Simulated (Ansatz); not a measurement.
Basis sets compared for the cluster Cd₂TeF₂. Total charge 0; singlet. Geometry r2SCAN-D4/def2-SVP. Ansatz on 4 threads of Arm Neoverse V2 on a shared host; times are rough, and most runs start from earlier orbitals.

| atom | x (Å) | y (Å) | z (Å) |
| --- | --- | --- | --- |
| Cd1 | -0.7177 | 0.7844 | -1.4344 |
| Cd2 | 1.0064 | -0.5692 | 1.3604 |
| Te3 | 1.6466 | 1.2260 | -0.4221 |
| F4 | 0.5362 | -1.8993 | 2.6913 |
| F5 | -2.4715 | 0.4580 | -2.1951 |

In the def2 sets Cd, Te take a core potential; there is no spin–orbit coupling. The structure comes from a short search, and lower isomers may exist.

Binding counts from free atoms (Cd singlet, Te triplet, F doublet) in the same basis, without a counterpoise term.

```json
{"level": "PBE-D4/def2-SVP", "functions": "116", "energy (Eh)": "-802.9302", "HOMO (eV)": "-6.05", "LUMO (eV)": "-3.03", "binding per atom (eV)": "2.15", "wall time": "1.1 s"}
{"level": "PBE-D4/def2-TZVP", "functions": "192", "energy (Eh)": "-803.2789", "HOMO (eV)": "-6.24", "LUMO (eV)": "-3.19", "binding per atom (eV)": "2.12", "wall time": "1.9 s"}
{"level": "r2SCAN-D4/def2-TZVP (with forces)", "functions": "192", "energy (Eh)": "-803.5988", "HOMO (eV)": "-6.48", "LUMO (eV)": "-2.98", "binding per atom (eV)": "2.09", "wall time": "4.7 s"}
{"level": "PBE0-D4/def2-SVP", "functions": "116", "energy (Eh)": "-802.9245", "HOMO (eV)": "-7.09", "LUMO (eV)": "-2.28", "binding per atom (eV)": "2.03", "wall time": "1.9 s"}
{"level": "PBE0-D4/def2-TZVP", "functions": "192", "energy (Eh)": "-803.2678", "HOMO (eV)": "-7.24", "LUMO (eV)": "-2.41", "binding per atom (eV)": "2.02", "wall time": "3.1 s"}
```

(1) Estimate the rows for PBE-D4/def2-TZVPD, r2SCAN-D4/def2-TZVPD, PBE0-D4/def2-TZVPD.

## Answers

(1) 
```csv
level,functions,energy (Eh),HOMO (eV),LUMO (eV),binding per atom (eV),wall time
PBE-D4/def2-TZVPD,219,-803.2844,-6.27,-3.23,2.14,2.5 s
r2SCAN-D4/def2-TZVPD,219,-803.6040,-6.49,-3.00,2.11,5.5 s
PBE0-D4/def2-TZVPD,219,-803.2730,-7.25,-2.44,2.04,4.5 s
```
